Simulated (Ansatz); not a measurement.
`CCCCCCCCCCCCP(=O)(O)O`. The state is a singlet with charge 0. Geometry PBE-D4/def2-SVP.

```xyz
43

C    -6.884    1.196   -0.114
C    -5.857    2.258    0.288
C    -4.399    1.894   -0.029
C    -3.854    0.698    0.761
C    -2.400    0.325    0.436
C    -1.365    1.391    0.819
C     0.096    0.954    0.644
C     0.509    0.677   -0.807
C     2.005    0.395   -1.001
C     2.508   -0.886   -0.327
C     3.992   -1.159   -0.589
C     4.499   -2.435    0.091
P     6.239   -2.777   -0.275
O     6.672   -2.940   -1.706
O     6.982   -1.529    0.504
O     6.526   -4.103    0.659
H    -6.736    0.242    0.433
H    -7.920    1.534    0.095
H    -6.821    0.967   -1.199
H    -5.950    2.471    1.377
H    -6.105    3.213   -0.225
H    -4.300    1.686   -1.119
H    -3.763    2.785    0.166
H    -3.944    0.911    1.851
H    -4.495   -0.190    0.575
H    -2.144   -0.621    0.963
H    -2.322    0.094   -0.650
H    -1.537    2.317    0.225
H    -1.530    1.680    1.881
H     0.761    1.745    1.057
H     0.278    0.051    1.269
H     0.225    1.554   -1.431
H    -0.076   -0.180   -1.211
H     2.595    1.260   -0.623
H     2.225    0.334   -2.089
H     1.904   -1.752   -0.682
H     2.339   -0.832    0.771
H     4.600   -0.298   -0.237
H     4.176   -1.237   -1.682
H     3.933   -3.329   -0.246
H     4.393   -2.385    1.196
H     7.791   -1.298    0.006
H     7.151   -4.678    0.174
```

Single mean-field runs in def2-TZVP are fitted with def2-universal-jkfit.

Task: Estimate the orbital energies around the gap (eV) in Ansatz with HF/def2-TZVP, PBE-D4/def2-SVP, r2SCAN-D4/def2-TZVP, PBE0-D4/def2-SVP, PBE0-D4/def2-TZVP.

Result: 
| orbital | HF/def2-TZVP | PBE-D4/def2-SVP | r2SCAN-D4/def2-TZVP | PBE0-D4/def2-SVP | PBE0-D4/def2-TZVP |
| --- | --- | --- | --- | --- | --- |
| HOMO−5 | -12.49 | -7.40 | -7.80 | -8.85 | -8.88 |
| HOMO−4 | -12.32 | -7.30 | -7.61 | -8.69 | -8.68 |
| HOMO−3 | -12.04 | -7.22 | -7.57 | -8.61 | -8.63 |
| HOMO−2 | -11.99 | -7.08 | -7.43 | -8.47 | -8.49 |
| HOMO−1 | -11.85 | -6.47 | -7.14 | -8.15 | -8.41 |
| HOMO | -11.82 | -6.40 | -7.12 | -8.09 | -8.33 |
| LUMO | 3.35 | 0.23 | 0.34 | 1.19 | 0.57 |
| LUMO+1 | 3.72 | 0.89 | 0.97 | 1.76 | 1.14 |
| LUMO+2 | 3.85 | 0.94 | 1.05 | 1.82 | 1.24 |
| LUMO+3 | 4.05 | 1.05 | 1.18 | 1.97 | 1.39 |
| LUMO+4 | 4.11 | 1.22 | 1.34 | 2.13 | 1.50 |
| LUMO+5 | 4.20 | 1.27 | 1.41 | 2.15 | 1.54 |
